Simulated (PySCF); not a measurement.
**Excitation energy of Ne⁺ by level of theory**

Ne⁺ [He] 2s2 2p5 (2P) → Ne⁺ [He] 2s1 2p6 (2S), as a difference of total energies. Calculation: PySCF 2.14, in aug-cc-pVTZ-DK (5s4p3d2f, 46 functions); scalar relativity by spin-free X2C-1e. Correlated levels: valence: 1s2 frozen. The calculations carry no spin-orbit coupling.

| method | excitation energy (eV) | error (eV) |
| --- | --- | --- |
| UHF | 29.749 | +2.871 |
| MP2 (valence) | 27.651 | +0.773 |
| SCS-MP2 (valence) | 27.508 | +0.630 |
| CCSD (valence) | 27.193 | +0.315 |
| CCSD(T) (valence) | 27.013 | +0.135 |

Reference: 26.878 eV (measured; NIST levels, between the centres of gravity of the two terms).

Errors of the correlated levels include the incompleteness of this basis and the frozen core.
